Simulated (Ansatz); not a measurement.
```xyz
3

N     0.0000    0.0000   -1.1943
N     0.0000    0.0000   -0.0683
O     0.0000    0.0000    1.1047
```

Basis set: def2-TZVP (spherical functions). Correlated methods keep 3 orbitals frozen. Charge 0, multiplicity 1.

Computed with Ansatz (development build ahead of 0.2.0); each method stands on the lowest determinant of its kind that the runs found. Restricted open shells among the atoms or ions are ROHF, correlated in semicanonical orbitals with singles.

The atomization energy at this shape (free ground-state atoms in the same class of orbitals less the molecule, no zero-point energy) of singlet N2O:

```tsv
method	atomization energy
RHF-MP2	12.14 eV
```

(1) What does RHF give?

Results:

(1) 4.10 eV.
